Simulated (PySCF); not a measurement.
Excitations are Tamm–Dancoff values on a coarser integration grid. The basis has no diffuse functions, so Rydberg states are missing or too high.

Species: [Ga(F)3(CH3CN)] (charge 0, multiplicity 1).

Problem. Predict the charge on the central atom (Mulliken), charge on the central atom (meta-Löwdin), S1 excitation (TDA), S1 oscillator strength, T1 excitation (TDA), dipole moment, HOMO–LUMO gap and LUMO from PySCF with PBE-D3(BJ)/def2-TZVP // PBE-D3(BJ)/def2-SVP.

Solution. 
```yaml
charge on the central atom (Mulliken): 0.72 e
charge on the central atom (meta-Löwdin): 1.16 e
S1 excitation (TDA): 5.48 eV
S1 oscillator strength: 0.001
T1 excitation (TDA): 5.46 eV
dipole_moment: 9.64 D
HOMO–LUMO gap: 5.47 eV
LUMO: -2.52 eV
```
